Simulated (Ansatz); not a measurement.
Compare A (`C=C[SiH2]CN`) with its isomer B (`C=CN[SiH2]C`).

Computed with Ansatz on PBE0-D4/def2-TZVP structures; ΔE is electronic, products minus reactants. CBS: MP2 limit from def2 TZ/QZ plus the TZ coupled-cluster correction, frozen cores. DFT in def2-TZVPP. B3LYP here is the variant with VWN-RPA as its local correlation; programs differ in this. Each species was taken in one conformer, which may not be the lowest.

Task: Which isomer does CCSD(T)/CBS put lower? Give the gap. (Estimate.)

Result: Ansatz gave: B, by 26.1 kcal/mol.

Task: Give E(B) − E(A) in kcal/mol with PBE0-D4, CCSD/def2-TZVPP, B3LYP-D4, ωB97M-V, PBE-D4, CCSD(T)/def2-TZVPP, B2PLYP. (An estimate is asked.)

Result: The calculation gave: PBE0-D4 -27.1, CCSD/def2-TZVPP -26.3, B3LYP-D4 -27.6, ωB97M-V -26.9, PBE-D4 -26.3, CCSD(T)/def2-TZVPP -26.0, B2PLYP -27.8. None reverses the order clearly.

Largest T1 diagnostic: 0.011.

From PBE to PBE0 (25 % exact exchange), in def2-TZVPP and without D4, E(B) − E(A) moves by −0.7 kcal/mol. In def2-TZVPP, CCSD(T) changes the Hartree–Fock value by +2.4 kcal/mol (the triples alone add +0.3 kcal/mol) and MP2 by +0.8 kcal/mol.
